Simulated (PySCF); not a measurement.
A GIAO shielding run with PySCF (density fitting, non-relativistic, gas phase) on SMILES [SiH2](CC=C)O/C(C#N)=C\C, C7H11NOSi:

```
$ OMP_NUM_THREADS=1 python probes_run.py task.json out

{"job": {"kind": "nmr", "xc": "PBE0", "basis": "pcSseg-1"}, "charge": 0, "multiplicity": 1}
C      2.081754    -0.632705     1.212786
C      2.334634     0.060666     0.116740
C      1.897530     1.467233    -0.109327
Si     0.399679     1.525600    -1.295026
O     -0.705225     0.387710    -0.902351
C     -1.306025     0.051697     0.263295
C     -1.113126     0.889447     1.390643
N     -0.963140     1.571205     2.301018
C     -2.080105    -1.037505     0.379010
C     -2.361436    -1.977042    -0.738078
H      2.396447    -1.656137     1.327520
H      1.555617    -0.198804     2.048392
H      2.864131    -0.401098    -0.707216
H      2.717702     2.046877    -0.532410
H      1.626477     1.924131     0.844240
H     -0.197374     2.861345    -1.256775
H      0.692140     1.041222    -2.636919
H     -2.530719    -1.248712     1.337628
H     -3.433156    -2.012293    -0.934545
H     -2.042750    -2.984238    -0.470373
H     -1.841976    -1.661655    -1.638723
```

Hardware: 1 thread of an Arm Neoverse V1, shared host. The job also computes population analyses, field gradients.

**Question.** How large is the calculation?

**Answer.** 82 electrons, 232 basis functions and 1217 auxiliary functions.

**Question.** How long does it take, and how much memory does it need?

**Answer.** 83 s of wall time, with 15 SCF cycles and 5 response iterations; peak memory 1 GiB. Times on a shared host scatter by some tens of per cent.
